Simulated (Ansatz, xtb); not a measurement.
**CH5GeS−: which of two isomers lies lower**

Structure I is `[CH3][GeH-][SH]`, a singlet and structure II is `C[S][GeH2-]`, a singlet. Both are isolated ions in the gas phase, relaxed with r2SCAN-D4/def2-SVPD; the shapes shown needn't be the lowest conformers.

I (Å):

```xyz
8

C    -1.1509   -0.0927   -0.0251
Ge   -0.0139   -0.2160    1.6750
S    -1.5808   -1.5418    2.9516
H    -1.0906   -1.0343   -0.5965
H    -0.7568    0.7167   -0.6681
H    -2.2138    0.1164    0.1787
H    -0.6117    1.1448    2.2922
H    -0.8037   -2.6451    3.0175
```

II (Å):

```xyz
8

C    -1.1528    0.4217    0.2836
Ge   -0.5235   -1.6147    2.8166
S    -0.2719    0.5497    1.8786
H    -1.1011    1.3862   -0.2507
H    -2.2100    0.1580    0.4468
H    -0.7003   -0.3617   -0.3452
H    -2.0963   -1.6989    2.4730
H    -0.1382   -2.3715    1.4462
```

Quicker runs give these differences E(II) − E(I): GFN2-xTB +8.2 kJ/mol; HF/STO-3G +77.2 kJ/mol (at GFN2-xTB geometries); r2SCAN-D4/def2-SVPD//GFN2-xTB +44.6 kJ/mol.

Estimate E(II) − E(I) at the level CCSD(T)/def2-SVPD + ΔMP2/def2-TZVPPD.

Calculated at CCSD(T)/def2-SVPD + ΔMP2/def2-TZVPPD: E(II) − E(I) = +39.5 kJ/mol, so structure I lies lower.

Level by level:

```tsv
level	geometry	E(II) − E(I) (kJ/mol)	departure from the last row (kJ/mol)	job, with rough time for the two
GFN2-xTB	GFN2-xTB	+8.2	−31.3	optimisation, 0.13 s
HF/STO-3G	GFN2-xTB	+77.2	+37.7	single point, 0.28 s
r2SCAN-D4/def2-SVPD//GFN2-xTB	GFN2-xTB	+44.6	+5.1	single point, 4.6 s
r2SCAN-D4/def2-SVPD	r2SCAN-D4/def2-SVPD	+36.5	−3.0	optimisation, 47 s
HF/def2-SVPD	r2SCAN-D4/def2-SVPD	+39.0	−0.6	part of the CCSD(T) run
MP2/def2-SVPD	r2SCAN-D4/def2-SVPD	+43.1	+3.5	part of the CCSD(T) run
CCSD(T)/def2-SVPD	r2SCAN-D4/def2-SVPD	+40.1	+0.6	single point
CCSD(T)/def2-SVPD + ΔMP2/def2-TZVPPD	r2SCAN-D4/def2-SVPD	+39.5		single point, 40 s
```

As drawn, II has 1 C–S, 1 Ge–H in place of 1 C–Ge, 1 S–H.

None of the levels shown reverses the order. The largest departure from CCSD(T)/def2-SVPD + ΔMP2/def2-TZVPPD is that of HF/STO-3G, 37.7 kJ/mol. The last row adds to CCSD(T) the change of the MP2 difference between the two basis sets, here −0.6 kJ/mol.

With harmonic frequencies from r2SCAN-D4/def2-SVPD (ideal gas, rigid rotor, one conformer each, 298.15 K, 1 atm): on the last row, ΔE + ΔZPE = +40.6, ΔH = +39.4, ΔG = +41.7 kJ/mol.

The correlated steps freeze 15 core orbitals; the filled d shell of Ge is correlated, in a basis made for valence electrons. Mirror images aren't counted in ΔG. Codes used: Ansatz 0.2.0, xtb 6.7.1; the last row on 2 threads of Arm Neoverse V1 on a shared host.
